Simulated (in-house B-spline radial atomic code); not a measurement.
Ti⁴⁺. Computed with a B-spline radial atomic code. Model: all-electron spherical atom, spin shells full or empty, radial basis limit, no spin-orbit coupling, Breit or QED, empty-state partial waves extrapolated as (l+1/2)^-4, RPA, G0W0 and static COHSEX of the highest shell as one setting changes (uncorrelated shells keep exact exchange).

Given: element Ti; charge 4; filled core Ne; hamiltonian one-electron scalar X2C; mean-field start HSE06; highest l of empty states 9; nuclear rms radius 3.5921 fm; highest mean-field shell 3p.

Shell: 3s 1 1, 3p 3 3 (electrons up and down).

```csv
lowest nl shells left uncorrelated,RPA correlation energy (hartree),G0W0 level (eV),G0W0 minus most complete (meV),COHSEX level (eV),linearised minus solved G0W0 (meV)
0,-1.1752,-99.534,0,-103.15,-12.7
1,?,?,?,?,?
2,?,?,?,?,?
3,-0.46513,-99.363,171.4,-102.84,-12.2
4,-0.33065,-100.32,-784.3,-103.58,-4.2
```

Task: What follows for lowest nl shells left uncorrelated = 1?

Result: RPA correlation energy -1.0356 hartree; G0W0 level -99.525 eV; G0W0 minus most complete 9.5 meV; COHSEX level -103.14 eV; linearised minus solved G0W0 -12.7 meV.

Task: What follows for lowest nl shells left uncorrelated = 2?

Result: RPA correlation energy -0.88157 hartree; G0W0 level -99.508 eV; G0W0 minus most complete 25.8 meV; COHSEX level -103.13 eV; linearised minus solved G0W0 -12.6 meV.
